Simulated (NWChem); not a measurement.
System meant: BO cation

Here is an NWChem input.

```
start job
memory heap 200 mb stack 900 mb global 1100 mb
charge 1
geometry units angstroms noautoz
  B      0.000000     0.000000    -0.725316
  O      0.000000     0.000000     0.461112
end
basis spherical
  * library def2-svp
end
dft
  odft
  mult 2
  xc xpbe96 cpbe96
  iterations 150
  mulliken
end
task dft energy
```

End of the output:

```
 Summary of "ao basis" -> "" (spherical)
 ------------------------------------------------------------------------------
       Tag                 Description            Shells   Functions and Types
 ---------------- ------------------------------  ------  ---------------------
 *                          def2-svp                  on all atoms

  pbe96 is a nonlocal functional; adding pw91lda local functional.

                                 NWChem DFT Module
                                 -----------------

 Summary of "ao basis" -> "ao basis" (spherical)
 ------------------------------------------------------------------------------
       Tag                 Description            Shells   Functions and Types
 ---------------- ------------------------------  ------  ---------------------
 B                          def2-svp                 6       14   3s2p1d
 O                          def2-svp                 6       14   3s2p1d

 Summary of "ao basis" -> "ao basis" (spherical)
 ------------------------------------------------------------------------------
       Tag                 Description            Shells   Functions and Types
 ---------------- ------------------------------  ------  ---------------------
 B                          def2-svp                 6       14   3s2p1d
 O                          def2-svp                 6       14   3s2p1d

      Symmetry analysis of basis
      --------------------------

        a1         12
        a2          0
        b1          2
        b2          2
        e          12

  number of electrons :                   12
  multiplicity        :                    2
 ------------------------------------------------------------------------
  no. of electrons and multiplicity not compatible                  12
 ------------------------------------------------------------------------
 ------------------------------------------------------------------------
  current input line :
    18: task dft energy
 ------------------------------------------------------------------------
 ------------------------------------------------------------------------
 There is an error in the input file
 ------------------------------------------------------------------------
 For more information see the NWChem manual at https://nwchemgit.github.io

0: no. of electrons and multiplicity not compatible:Received an Error in Communication
```

### Question
What is wrong, and how is it mended?

### Answer
The program refused the input. Cause: the multiplicity doesn't fit the number of electrons (an even count wants an odd multiplicity, and the reverse). This input runs:
```
start job
memory heap 200 mb stack 900 mb global 1100 mb
charge 1
geometry units angstroms noautoz
  B      0.000000     0.000000    -0.725316
  O      0.000000     0.000000     0.461112
end
basis spherical
  B library def2-svp
  O library def2-svp
end
dft
  xc xpbe96 cpbe96
  iterations 150
  mulliken
end
task dft energy
```
It converges to -99.35825 Ha (PBE/def2-SVP).
